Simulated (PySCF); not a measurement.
These 3 structures share the formula C6H12NP. Computed with PySCF 2.14.0, PBE0-D3(BJ)/def2-SVP geometry optimisation, gas phase. Energies are electronic, without zero-point or thermal terms, for one conformer each. No frequencies were run at this level. Point groups hold within 0.08 Å.

Problem. Order them by energy at this level, lowest first, and give relative energies in kcal/mol.
A. `[CH3:1][CH:2]=[P:3]1([N:4]([CH3:5])[CH3:6])[CH:7]=[CH:8]1` with C2–P3–N4–C5 150°
B. `[CH3:1][CH:2]([CH3:3])[P:4]([CH3:5])[CH2:6][C:7]#[N:8]` with C1–C2–P4–C5 -69°, C2–P4–C6–C7 165°
C. `N=[P@]12C[C@@H](CC2)CC1`

Solution. C (0.0), B (6.5), A (86.2).

As drawn, the lowest has an N–H bond, which the highest lacks; the highest has a three-membered ring and a C=C bond outside aromatic rings, which the lowest lacks.

| SMILES | E (Eh) | E rel (kcal/mol) | dipole (D) | point group | A, B, C (MHz) |
| --- | --- | --- | --- | --- | --- |
| N=[P@]12CC[C@H](CC1)C2 | -631.18572 | 0.0 | 3.43 | C1 | 2785, 1765, 1509 |
| CC(C)P(C)CC#N | -631.17537 | 6.5 | 4.65 | C1 | 3279, 975.6, 807.7 |
| CC=P1(N(C)C)C=C1 | -631.04835 | 86.2 | 2.52 | C1 | 2479, 1444, 1025 |

Problem. How do the relative energies change in single points at PBE0/pcSseg-1 (no added dispersion term) on the same geometries?

Solution. 
```tsv
SMILES	PBE0-D3(BJ)/def2-SVP (kcal/mol)	PBE0/pcSseg-1 (kcal/mol)	shift
N=[P@]12CC[C@H](CC1)C2	0.0	0.0	0.0
CC(C)P(C)CC#N	6.5	2.9	-3.6
CC=P1(N(C)C)C=C1	86.2	85.2	-1.0
```

Each column counts from its own lowest isomer. The order is unchanged; the largest shift is 3.6 kcal/mol.
